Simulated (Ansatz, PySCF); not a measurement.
PySCF was given this input:
```python
from pyscf import gto, scf, dft

mol = gto.M(
    atom='''
C    -0.98280623   -0.64031730    0.00918186
C     0.00892753    0.45680593    0.00356209
H    -0.51469410   -1.62955370   -0.00565307
H    -1.60234727   -0.53869636    0.89822118
H    -1.62802750   -0.52448715   -0.85962290
O     1.19854263    0.47422569   -0.01367611
''',
    basis='def2-svp',
    spin=1,
    verbose=4,
)

mf = dft.UKS(mol)
mf.xc = 'b3lyp5'
mf.grids.atom_grid = (99, 590)
mf.grids.prune = None
mf.kernel()
```

Give the equivalent Ansatz (a first-principles code) input.

This is not unique; one that fits is 
Ansatz 0.2 input:
```yaml
crystal:
  periodic: [false, false, false]
  atoms:
    - {symbol: C, position_ang: [-0.98280623, -0.64031730, 0.00918186]}
    - {symbol: C, position_ang: [0.00892753, 0.45680593, 0.00356209]}
    - {symbol: H, position_ang: [-0.51469410, -1.62955370, -0.00565307]}
    - {symbol: H, position_ang: [-1.60234727, -0.53869636, 0.89822118]}
    - {symbol: H, position_ang: [-1.62802750, -0.52448715, -0.85962290]}
    - {symbol: O, position_ang: [1.19854263, 0.47422569, -0.01367611]}
basis:
  gaussian:
    orbitals: def2-SVP
hamiltonian:
  xc: b3lyp5
magnetization: {spin_polarized: true, initial_magnetization: 1}
accuracy: high
```

Both were run: PySCF gave -152.981472 Eh and Ansatz -152.981472 Eh, 0.000 mEh apart.
